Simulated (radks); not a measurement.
Values are calculated unless marked as measured or tabulated.
F, 9 electrons, occupied as [He] 2s2 2p4 7f1 (not the ground configuration). Code: a radial shooting solver on a logarithmic mesh with Libxc functionals. Model: scalar-relativistic Kohn-Sham, LDA (Slater exchange, Perdew-Wang correlation), spin-polarised, spherical densities, finite nucleus; open shells are filled with parallel spins first; Fermi nuclear charge, rms radius 2.8976 fm. Some entries of the table are withheld. Estimate them.

| orbital | occ. | eigenvalue (eV) | <r^2> (bohr^2) |
|---|---|---|---|
| 1s up | 1 | -679.5256 | (1) |
| 1s down | 1 | -677.6361 | (2) |
| 2s up | 1 | -47.9878 | 1.107 |
| 2s down | 1 | -44.2361 | 1.161 |
| 2p up | 3 | (3) | 1.197 |
| 2p down | 1 | (4) | 1.325 |
| 7f up | 1 | -0.2296 | (5) |
| 7f down | 0 | -0.2106 | (6) |

Answer. 
(1) 1s up <r^2> (bohr^2): 0.04249
(2) 1s down <r^2> (bohr^2): 0.04227
(3) 2p up eigenvalue (eV): -29.4092
(4) 2p down eigenvalue (eV): -25.5814
(5) 7f up <r^2> (bohr^2): 4400
(6) 7f down <r^2> (bohr^2): 4026
